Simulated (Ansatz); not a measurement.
Geometry optimisation, RKS PBE/def2-SVP (Ansatz).

The input (input.yaml):

```yaml
crystal:
  periodic: [false, false, false]
  atoms:
    - { symbol: Sn, position_ang: [0.251333, 0.008939, 0.056925] }
    - { symbol: C, position_ang: [1.052464, -0.018461, 2.037977] }
    - { symbol: H, position_ang: [0.42461, -0.109245, 2.94326] }
    - { symbol: H, position_ang: [1.758135, -0.86792, 1.973243] }
    - { symbol: H, position_ang: [1.620941, 0.930594, 2.059632] }
    - { symbol: H, position_ang: [1.96268, 0.109597, -0.144758] }
    - { symbol: Cl, position_ang: [-1.020394, 1.866857, -0.654575] }
    - { symbol: Cl, position_ang: [-0.822569, -1.920362, -0.779603] }
basis:
  gaussian: { orbitals: def2-SVP }
hamiltonian:
  xc: pbe
relax:
  f_tol: 0.03
  max_steps: 50
```

Launched with:

```bash
$ ansatz run input.yaml --threads 2 --pin off --max-ram 3072MiB --backend cpu --events-out ev --progress --plain --runs-dir out
```

Question: Where does it end, and by what steps?

Answer: The run converged. After 7 steps the energy has fallen by 0.817 eV; H6 moved furthest, 1.01 Å.

| step | energy less start (eV) | largest force component (eV/Å) | accepted |
| --- | --- | --- | --- |
| 0 | 0.0000 | 1.547 | yes |
| 1 | -0.3267 | 0.871 | yes |
| 2 | -0.5171 | 0.471 | yes |
| 3 | -0.6764 | 0.489 | yes |
| 4 | -0.7707 | 0.276 | yes |
| 5 | -0.8071 | 0.279 | yes |
| 6 | -0.8170 | 0.037 | yes |
| 7 | -0.8173 | 0.006 | yes |

```xyz
8
Properties=species:S:1:pos:R:3
Sn 0.567 0.026 0.013
C 1.037 -0.020 2.114
H 0.090 -0.122 2.675
H 1.695 -0.885 2.320
H 1.543 0.923 2.392
H 1.837 0.132 -1.151
Cl -0.870 1.876 -0.370
Cl -0.673 -1.931 -0.500
```

Whether the end is a true minimum wasn't checked by a vibrational analysis.

The run took 12 s on 2 threads of Arm Neoverse V2, on a shared host, peak memory 0.14 GiB.
